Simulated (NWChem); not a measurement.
Species: GeICl, singlet; SMILES [Cl][Ge][I]

All runs: NWChem. Low-valent species are run as closed-shell singlets; no triplet was tried in these runs. Structure relaxed at the PBE0/def2-SVP level. def2 effective core potentials on I; no spin-orbit coupling. Ions are spin-unrestricted doublets at the neutral geometry. Hybrids' shares of exact exchange are those that their runs print; pure functionals count as 0. The functionals differ in more than this share.

```
row                 share of exact exchange  ΔSCF ionisation energy minus −ε(HOMO) (eV)
------------------  -----------------------  ------------------------------------------
PBE/def2-SVP                           0.00                                        2.95
B3LYP/def2-SVP                         0.20                                    withheld
PBE0/def2-SVP                          0.25                                        2.07
BHandHLYP/def2-SVP                     0.50                                        1.22
```

**Question.** Fit a straight line of the last column on the one before it, predict the withheld value, and compare with the run.

**Answer.** 
1. Means of the 3 shown rows: x = 0.250, y = 2.080. Slope Σ(x − x̄)(y − ȳ)/Σ(x − x̄)² = -0.4325/0.1250 = -3.460; intercept 2.945.
2. The shown rows scatter about the line by 0.007 (root mean square); the largest residual is -0.01, at PBE0/def2-SVP.
3. At x = 0.20 (B3LYP/def2-SVP; inside the shown range) the line gives 2.25.
4. The run gives 2.31, +0.06 from the line. The line crosses zero at a share of 0.85, outside the shown range.
